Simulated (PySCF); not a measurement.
## Simulated characterisation data

Computed data (PySCF 2.14.0 with density-fitted response routines): coordinates at the GFN2-xTB level, shielding tensors at PBE0/pcSseg-1 (GIAO). No relativistic terms, no solvent model, rapidly exchanging positions averaged, one computed conformer.

Referencing at the same level of theory: ¹H (σ = 31.72 ppm) and ¹³C (σ = 186.93 ppm) against TMS. Splittings of carbon signals by F and P are missing where no couplings were computed. Where no couplings were computed, multiplicities follow the n + 1 count of equivalent neighbours, and m marks all less simple cases (inequivalent or close neighbours, rings, F or P nearby). Shifts are as computed. Against solution values, carbons near 30 ppm lie about +3 ppm off and those near 130 ppm about +5 ppm. Of 1211 compounds with measured shifts, 218 miss one by over three times the rms of a fit or turn the order of signals round; such compounds aren't used in these exercises.

**1.** SMILES C=C[C@@H]1C[P@]1(=O)C(=C)C, C₇H₁₁OP. ¹H NMR (400 MHz, computed): δ 6.68 (m, 1H), 6.65 (m, 1H), 5.60 (m, 1H), 5.59 (m, 1H), 5.35 (m, 1H), 3.00 (m, 1H), 2.27 (m, 1H), 1.78 (m, 3H), 1.21 (m, 1H). ¹³C{¹H} NMR (computed): δ 144.4 (C), 144.3 (CH), 143.3 (CH2), 121.9 (CH2), 36.2 (CH), 20.8 (CH3), 20.6 (CH2).

**2.** SMILES CC(=O)N(C)[SiH3], C₃H₉NOSi. ¹H NMR (400 MHz, computed): δ 4.49 (s, 3H), 2.96 (s, 3H), 2.12 (s, 3H). ¹³C{¹H} NMR (computed): δ 182.4, 32.8, 20.5.
